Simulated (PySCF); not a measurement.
**How methods differ on the ionisation energy of Ti²⁺**

Ti²⁺ [Ar] 3d2 (3F) → Ti³⁺ [Ar] 3d1 (2D), as a difference of total energies. Computed with PySCF 2.14 in Sapporo-DKH3-DZP-2012, with scalar relativity by spin-free X2C-1e. Correlated levels: valence: [Ar] frozen. The calculations carry no spin-orbit coupling.

| method | ionisation energy (eV) |
| --- | --- |
| UHF | 26.662 |
| BP86 | 28.083 |
| MN15 | 27.360 |
| MP2 (valence) | 26.717 |
| SCS-MP2 (valence) | 26.680 |

Problem. How much does correlation contribute at MP2 (valence)?

Solution. 26.717 − (26.662) = 0.055 eV, measured against UHF.

The reference lies between the lowest fine-structure levels, while these numbers refer to the centres of the terms.

Errors of the correlated levels include the incompleteness of this basis and the frozen core.

For comparison: 27.492 eV (measured; NIST Atomic Spectra Database, ionization energies).
